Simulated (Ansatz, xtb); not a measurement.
Two structures of BGeH2OSi−

Structure a: a singlet given by its coordinates. Structure b: a singlet given by its coordinates. Both are isolated ions in the gas phase, relaxed with r2SCAN-D4/def2-SVPD.

a (Å):

```xyz
6

B     1.0887   -1.4787    0.2125
Ge    0.1170   -0.0948    1.2848
O     0.9623   -2.3669   -0.6998
Si   -0.7962   -1.3341   -0.8983
H     0.8885    1.0445    0.4700
H    -0.1871   -0.3472   -1.9184
```

Close contacts (Å): B1–Ge2 2.00, B1–O3 1.28, B1–Si4 2.19, Ge2–Si4 2.67, O3–Si4 2.05, Ge2–H5 1.60, Si4–H6 1.54.

b (Å):

```json
{"atom": "B", "x (Å)": "-0.7726", "y (Å)": "-0.4207", "z (Å)": "1.1257"}
{"atom": "Ge", "x (Å)": "1.3339", "y (Å)": "0.3584", "z (Å)": "-1.8232"}
{"atom": "O", "x (Å)": "-1.5202", "y (Å)": "-0.0014", "z (Å)": "2.0025"}
{"atom": "Si", "x (Å)": "0.4305", "y (Å)": "-1.0537", "z (Å)": "-0.2955"}
{"atom": "H", "x (Å)": "0.5565", "y (Å)": "-2.5453", "z (Å)": "-0.0967"}
{"atom": "H", "x (Å)": "2.0859", "y (Å)": "-0.8869", "z (Å)": "-2.5042"}
```

Close contacts (Å): B1–O3 1.23, B1–Si4 1.97, Ge2–Si4 2.27, Ge2–H6 1.61, Si4–H5 1.51.

Q: Estimate which is lower in electronic energy at CCSD(T)/def2-SVPD + ΔMP2/def2-TZVPPD, and by roughly how much.

A: The CCSD(T)/def2-SVPD + ΔMP2/def2-TZVPPD calculation puts structure b lower, by 76.5 kJ/mol.

Level by level:

```csv
level,geometry,E(b) − E(a) (kJ/mol),departure from the last row (kJ/mol),"job, with rough time for the two"
r2SCAN-D4/def2-SVPD,r2SCAN-D4/def2-SVPD,−79.8,−3.3,"optimisation, 20 s"
HF/def2-SVPD,r2SCAN-D4/def2-SVPD,−105.6,−29.1,part of the CCSD(T) run
MP2/def2-SVPD,r2SCAN-D4/def2-SVPD,−85.5,−9.0,part of the CCSD(T) run
CCSD(T)/def2-SVPD,r2SCAN-D4/def2-SVPD,−86.4,−9.9,single point
CCSD(T)/def2-SVPD + ΔMP2/def2-TZVPPD,r2SCAN-D4/def2-SVPD,−76.5,,"single point, 24 s"
```

The levels shown agree on the order. The largest departure from CCSD(T)/def2-SVPD + ΔMP2/def2-TZVPPD is that of HF/def2-SVPD, 29.1 kJ/mol. Levels run at GFN2-xTB geometries aren't shown. The last row adds to CCSD(T) the change of the MP2 difference between the two basis sets, here +9.9 kJ/mol.

With harmonic frequencies from r2SCAN-D4/def2-SVPD (ideal gas, rigid rotor, one conformer each, 298.15 K, 1 atm): on the last row, ΔE + ΔZPE = −76.7, ΔH = −75.3, ΔG = −80.0 kJ/mol.

The correlated steps freeze 16 core orbitals; the filled d shell of Ge is correlated, in a basis made for valence electrons. Mirror images aren't counted in ΔG. Codes used: Ansatz 0.2.0; the last row on 2 threads of Intel(R) Xeon(R) 6975P-C (Granite Rapids) on a shared host.
